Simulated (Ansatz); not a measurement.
Zn₆O₁₀H₈: single points at one geometry.

```yaml
crystal:
  periodic: [false, false, false]
  atoms:
    - {symbol: Zn, position_ang: [0.830788, -0.425413, -1.613306]}
    - {symbol: Zn, position_ang: [-0.816714, 1.354790, 1.733227]}
    - {symbol: Zn, position_ang: [0.177347, -1.328805, 1.806118]}
    - {symbol: Zn, position_ang: [1.798717, 0.741193, 0.772608]}
    - {symbol: Zn, position_ang: [-1.428860, 1.168163, -1.016933]}
    - {symbol: Zn, position_ang: [-2.010731, -1.057738, 0.673814]}
    - {symbol: O, position_ang: [0.332451, -2.235632, -1.733856]}
    - {symbol: O, position_ang: [-0.259518, 1.001831, -2.573665]}
    - {symbol: O, position_ang: [-0.812101, -2.634292, 0.704929]}
    - {symbol: O, position_ang: [-0.041458, 0.165953, 0.118746]}
    - {symbol: O, position_ang: [2.576099, 0.421144, -0.992287]}
    - {symbol: O, position_ang: [2.030937, -0.799850, 2.049599]}
    - {symbol: O, position_ang: [-2.873142, -0.222167, -0.853813]}
    - {symbol: O, position_ang: [-1.772239, 2.496536, 0.392961]}
    - {symbol: O, position_ang: [-1.444001, -0.323984, 2.420365]}
    - {symbol: O, position_ang: [1.025821, 2.134667, 1.942860]}
    - {symbol: H, position_ang: [1.039454, -2.854311, -1.987511]}
    - {symbol: H, position_ang: [-0.689728, 0.711877, -3.398632]}
    - {symbol: H, position_ang: [-0.370475, -2.626682, -0.208867]}
    - {symbol: H, position_ang: [2.765001, 1.232840, -1.499083]}
    - {symbol: H, position_ang: [2.667421, -1.474949, 1.749983]}
    - {symbol: H, position_ang: [-2.827540, -0.844239, -1.605560]}
    - {symbol: H, position_ang: [-1.284686, 3.332594, 0.271500]}
    - {symbol: H, position_ang: [1.387127, 2.066465, 2.846794]}
basis:
  gaussian: {orbitals: def2-SVP, initial_orbitals: start.molden}
hamiltonian: {xc: {text: "exchange = 0.50*pbe_x + 0.50*exact_x\ncorrelation = pbe_c"}}
scf: {omitted_lower_state_checks: [starts]}
output: {orbitals: {seedname: orbitals}}
```

The file start.molden holds the orbitals of an earlier run on this structure, at another level or in another basis.

```sh
$ ansatz run in.yaml --threads 2 --pin off --events-out ev --progress --plain --max-ram 32768MiB --backend cuda --devices 0, --max-vram 18GiB
```

It prints (some lines left out):

```
Functional definition: unnamed
3485 factors; integrals over basis functions are off by at most 1.2e-3 eV
mean field evaluation 1: about -311014.8825 eV, gradient 3.5e1 eV
mean field evaluation 2: about -311017.0160 eV, gradient 1.9e0 eV
mean field evaluation 4: about -311018.9228 eV, gradient 3.0e-2 eV
mean field evaluation 8: about -311018.9229 eV, gradient 1.4e-5 eV
mean field -311018.92294963 eV, -11429.7346022013 hartree, gradient 1.5e-5 eV, S^2 0.000000; 0 other end points of the search recorded, 0 dependent functions left out
reference -311018.92299471 eV, -11429.7346038578 hartree; 134, 134 occupied and 232, 232 virtual orbitals, 3485 factors
Total energy: -311018.92299471 eV, -11429.7346038578 hartree
Checks for a lower state left out: starts
```

It took 18 s on 2 threads of AMD EPYC 7R13 on a shared host and a share (18 GiB) of an NVIDIA H100 80GB HBM3.

First input, but with `gaussian: {orbitals: STO-3G}`, `hamiltonian: {xc: hf}` (abridged; 19 s):

```
Functional definition: HF
mean field evaluation 16: about -307119.5929 eV, gradient 2.7e1 eV
mean field -307125.58501852 eV, -11286.6570722321 hartree, gradient 2.3e-5 eV, S^2 0.000000
Total energy: -307125.58501852 eV, -11286.6570722321 hartree
Checks for a lower state left out: starts
```

The first input with `correlation: {method: mp2, frozen_orbitals: {H: 0, O: 1, Zn: 9}}` and without the key `hamiltonian` (abridged; 24 s):

```
Functional definition: HF
mean field -310714.21353199 eV, -11418.5367376425 hartree, gradient 3.9e-6 eV, S^2 0.000000
64 core orbitals not correlated: weight in the atoms' cores, before any rotation towards them, 1.000 or more for the frozen orbitals, at most 0.000 for the correlated occupied ones
second order -102.26424426 eV of doubles, -0.00000000 eV of singles
Total energy: -310816.47777625 eV, -11422.2948793017 hartree
Checks for a lower state left out: starts
```

The first input with `hamiltonian: {xc: {text: "exchange = 0.85*pbe_x + 0.15*exact_x\ncorrelation = pbe_c"}}` (abridged; 14 s):

```
Functional definition: unnamed
mean field -311011.49027766 eV, -11429.4614565443 hartree, gradient 3.3e-5 eV, S^2 0.000000
Total energy: -311011.49035427 eV, -11429.4614593597 hartree
Checks for a lower state left out: starts
```

As the first input, with `gaussian: {orbitals: 6-31G}`, `hamiltonian: {xc: {name: B3LYP}, dispersion: d4}` (abridged; 23 s):

```
Functional definition: B3LYP
mean field evaluation 16: about -311084.0954 eV, gradient 3.9e-3 eV
mean field -311084.09538781 eV, -11432.1296451289 hartree, gradient 5.0e-5 eV, S^2 0.000000
Total energy: -311086.08033776 eV, -11432.2025906941 hartree
Checks for a lower state left out: starts
```

First input, but with `hamiltonian: {xc: pbe}`, `correlation: {method: rpa, frozen_orbitals: {H: 0, O: 1, Zn: 9}}` and without the key `output` (abridged; 27 s):

```
Functional definition: PBE
mean field -311008.97530392 eV, -11429.3690329642 hartree, gradient 1.3e-6 eV, S^2 0.000000
64 core orbitals not correlated: weight in the atoms' cores, before any rotation towards them, 1.000 or more for the frozen orbitals, at most 0.000 for the correlated occupied ones
Total energy: -310846.40013912 eV, -11423.3945058552 hartree
Checks for a lower state left out: starts
```

The first input with `hamiltonian: {xc: {text: "exchange = 0.95*pbe_x + 0.05*exact_x\ncorrelation = pbe_c"}}` (abridged; 20 s):

```
Functional definition: unnamed
mean field -311009.76409683 eV, -11429.3980205688 hartree, gradient 2.0e-5 eV, S^2 0.000000
Total energy: -311009.76418206 eV, -11429.3980237010 hartree
Checks for a lower state left out: starts
```

Geometry: PBE-D4/def2-SVP.

The 6-31G sets use Cartesian d functions. B3LYP takes the VWN-RPA correlation. Correlated methods freeze 64 core orbitals.
